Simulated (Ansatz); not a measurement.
`C[N](C)[In]([NH2])[OH]` + `[SiH3]OC1=CC1` → `C[N](C)[In]([OH])[O][SiH3]` + `NC1=CC1`  (formal exchange of groups at the In–N bond)

Gas-phase electronic energies from Ansatz, PBE0-D4/def2-TZVP geometries. CCSD(T)/CBS is the MP2 limit (def2-TZVPP, def2-QZVPP) plus CCSD(T) − MP2 in def2-TZVPP, frozen cores. DFT in def2-TZVPP. Elements past krypton have def2 core potentials. For In outer-core shells are correlated without core-valence functions, which leaves a few kJ/mol of doubt a bond. Each species was taken in one conformer, which may not be the lowest.

Q: Is it downhill or uphill in electronic energy at CCSD(T)/CBS, and by how much? (Estimate.)

A: Ansatz gave: Downhill: ΔE = -18.0 kcal/mol.

Q: What do these levels give: PBE-D4, ωB97M-V, MP2/def2-TZVPP, CCSD/def2-TZVPP, HF/CBS(def2), CCSD/CBS(def2)? (Best estimate.)

A: The calculation gave: PBE-D4 -17.8, ωB97M-V -18.0, MP2/def2-TZVPP -18.0, CCSD/def2-TZVPP -17.7, HF/CBS(def2) -20.3, CCSD/CBS(def2) -18.4 kcal/mol.

Largest T1 diagnostic among the species: 0.015.

From PBE to PBE0 (25 % exact exchange), in def2-TZVPP and without D4, ΔE moves by −0.8 kcal/mol. In def2-TZVPP, CCSD(T) changes the Hartree–Fock value by +2.7 kcal/mol (the triples alone add +0.4 kcal/mol) and MP2 by +2.0 kcal/mol.
